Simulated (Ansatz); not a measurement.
Ideal-gas functions of Br$_{2}$GaH$_{2}$N, SMILES `[NH2][Ga]([Br])[Br]` at 500 K and 1 bar, from an Ansatz frequency run at PBE0-D4/def2-TZVP.

Molar mass 245.55 g/mol, point group C2v (symmetry number 2), electronic degeneracy 1, moments of inertia 169.249, 617.424, 786.669 u Å². Harmonic wavenumbers (cm⁻¹, unscaled): 41, 86, 138, 167, 272, 342, 386, 740, 747, 1546, 3624, 3739.

Use S(trans) = R[1.5 ln M + 2.5 ln T − 1.1517]; rotational temperatures θ = 24.2544 K / I; S(rot) = R[ln(√π/σ · √(T³/θAθBθC)) + 1.5]; for each mode x = 1.438777 ν̃/T, S = R[x/(eˣ − 1) − ln(1 − e⁻ˣ)] and H = RT x/(eˣ − 1); 1 cm⁻¹ = 0.0119627 kJ/mol; R = 8.31446 J/(mol·K).

By hand: the entropy, in J/(mol·K).

Translation 188.2. Rotation: θ = 0.1433, 0.0393, 0.0308 K, giving 125.0. Vibration, mode by mode: 26.09, 19.95, 16.05, 14.49, 10.56, 8.78, 7.86, 3.44, 3.39, 0.54, 0.00, 0.00, in all 111.1. Electronic 0.0. Sum 424.3 J/(mol·K).

By hand: H − E and G − E in kJ/mol, counted from the electronic energy.

Zero-point energy ½ × 11828 × 0.0119627 = 70.7; thermal vibration 24.2; translation, rotation and pV give 4 RT = 16.6. H − E = 111.5 kJ/mol, and G − E = 111.5 − 500 × 424.3/1000 = -100.6 kJ/mol.

Vibration gives 26 % of the entropy, 62.1 J/(mol·K) of it from the modes under 150 cm⁻¹: soft modes count most, and the harmonic formula is weakest for them. The sum counts one conformer and one mirror image; others add a mixing term.
